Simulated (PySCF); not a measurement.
## How methods differ on the ionisation energy of Gd⁵²⁺

Gd⁵²⁺ [Ne] 3s2 (1S) → Gd⁵³⁺ [Ne] 3s1 (2S), as a difference of total energies. Calculation: PySCF 2.14, in an even-tempered Gaussian basis (17 s from 13 bohr⁻², ratio 2.5; 12 p from 17 bohr⁻², ratio 2.5; 4 d from 60 bohr⁻², ratio 2.7; 4 f from 90 bohr⁻², ratio 2.7); the spin-free X2C one-electron Hamiltonian (Gaussian nucleus). Correlated levels: outer shells: 1s2 frozen; virtual orbitals above 40 to 60 times the deepest correlated orbital energy dropped. The calculations carry no spin-orbit coupling.

```csv
method,ionisation energy (eV)
UHF,4915.8
MP2 (outer shells),4919.2
SCS-MP2 (outer shells),4919.7
CCSD (outer shells),4919.8
CCSD(T) (outer shells),4919.8
```

Problem. How much does correlation contribute at CCSD(T) (outer shells)?

Solution. 4919.8 − (4915.8) = 4.0 eV, measured against UHF.

Breit and QED terms and the two-electron picture change are absent.

For comparison: 4914 ± 4 eV (theoretical estimate listed by NIST; NIST Atomic Spectra Database, ionization energies).
